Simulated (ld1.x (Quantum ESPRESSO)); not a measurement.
u(r) = r·R(r): atom against pseudo-atom (Tc (Z = 43))

Columns: radius, all-electron u(r) and pseudo u(r) of the 4d shell (level -14.16 eV) of technetium in the configuration [Ar] 3d10 4s2 4p6 4d5 5s1 5p0; PW91, scalar-relativistic, TM scheme, ld1.x (Quantum ESPRESSO) 7.5.

```
r (bohr)  all-electron   pseudo
   0.083        0.1076  -0.0015
   0.166        0.3100  -0.0119
   0.249        0.3918  -0.0383
   0.332        0.3352  -0.0853
   0.415        0.1919  -0.1536
   0.498        0.0122  -0.2401
   0.581       -0.1702  -0.3386
   0.664       -0.3367  -0.4412
   0.747       -0.4786  -0.5396
   0.830       -0.5932  -0.6270
   0.913       -0.6808  -0.6988
   0.996       -0.7438  -0.7530
   1.079       -0.7853  -0.7898
   1.162       -0.8089  -0.8109
   1.245       -0.8181  -0.8188
   1.328       -0.8159  -0.8161
   1.411       -0.8049  -0.8049
   1.494       -0.7874  -0.7874
   1.577       -0.7650  -0.7650
   1.660       -0.7391  -0.7391
   1.743       -0.7110  -0.7110
   1.826       -0.6814  -0.6814
   1.909       -0.6510  -0.6510
   1.992       -0.6204  -0.6204
   2.075       -0.5900  -0.5900
   2.158       -0.5600  -0.5600
```

How many radial nodes do the two functions have?

The all-electron 4d function has n − l − 1 = 1; the pseudo-wave has 0, since the states of the same l below it are removed with the core.

At about which radius was the pseudo-wave matched?

1.56 bohr. The columns agree to 0.0005 from 1.33 bohr on; several derivatives are matched, so the curves merge somewhat inside the radius.

Where does each function peak?

Outermost all-electron maximum near 1.25 bohr, pseudo maximum near 1.25 bohr (to the table’s step).

Is the pseudo-wave norm-conserving?

Yes: the TM scheme keeps the norm inside the radius equal to the all-electron one, which fixes the energy derivative of the logarithmic derivative at the level.
